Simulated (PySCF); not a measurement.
Several molecules and their computed UV-vis stick spectra, shuffled. Computed with TDDFT PBE0/def2-SVPD, vertical, gas phase, core orbitals frozen in the response in PySCF. Geometries: PBE0-D3(BJ)/def2-SVP; one conformer of each isolated species. Triplets are in the Tamm–Dancoff approximation. Relativistic effects are left out although some hold elements past zinc.

A. `[H]/N=C/[SiH2][AsH2]`
B. `N[SiH2][SeH]`
C. `C[C@@H]1[C@@H]2C[C@H]1[C@H](Cl)C2`
D. `[GeH3][GeH]([GeH3])[GeH3]`

Lowest singlet levels (six at most, fewer where fewer were computed) with oscillator strengths:

1. 4.49 eV (f 0.002); 5.34 eV (f 0.005); 6.43 eV (f 0.054); 6.51 eV (f 0.028); 6.56 eV (f 0.007); 6.63 eV (f 0.007); T1 3.61 eV
2. 7.22 eV (f 0.003); 7.33 eV (f 0.001); 7.83 eV (f 0.015); 7.93 eV (f 0.022); 8.05 eV (f 0.016); 8.12 eV (f 0.009)
3. 6.46 eV (f 0.126); 6.50 eV (f 0.058); 6.52 eV (f 0.064); 6.62 eV (f 0.030); 6.63 eV (f 0.001); 6.67 eV (f 0.001); T1 5.75 eV
4. 5.48 eV (f 0.005); 5.88 eV (f 0.045); 6.16 eV (f 0.035); 6.48 eV (f 0.006); 6.60 eV (f 0.008); 6.81 eV (f 0.106); T1 5.04 eV

Question: Match each spectrum to its molecule.

Answer: 1 = A, 2 = C, 3 = D, 4 = B.
- A: S1 at 4.49 eV, HOMO→LUMO (59%), HOMO-1→LUMO (40%); Löwdin shares by element: HOMO arsenic 39%, nitrogen 16%, carbon 15%, silicon 12% (atoms not listed hold the other 18%); LUMO nitrogen 37%, carbon 36%, silicon 11%, hydrogen 5% or more; HOMO -7.37 and LUMO -1.09 eV.
- B: S1 at 5.48 eV, HOMO→LUMO (80%), HOMO→LUMO+2 (17%); Löwdin shares by element: HOMO selenium 76%, silicon 10%, hydrogen 6% or more, nitrogen 4%; LUMO selenium 46%, hydrogen 22% or more, silicon 18%; HOMO -6.96 and LUMO 0.04 eV.
- C: S1 at 7.22 eV, HOMO→LUMO (64%), HOMO→LUMO+1 (27%); Löwdin shares by element: HOMO chlorine 58%, carbon 21% or more (atoms not listed hold the other 20%); LUMO carbon 27% or more, chlorine 22% (atoms not listed hold the other 51%); HOMO -8.05 and LUMO 0.57 eV.
- D: S1 at 6.46 eV, HOMO→LUMO (82%); Löwdin shares by element: HOMO germanium 76% (atoms not listed hold the other 24%); LUMO germanium 61% (atoms not listed hold the other 39%); HOMO -7.77 and LUMO -0.35 eV.
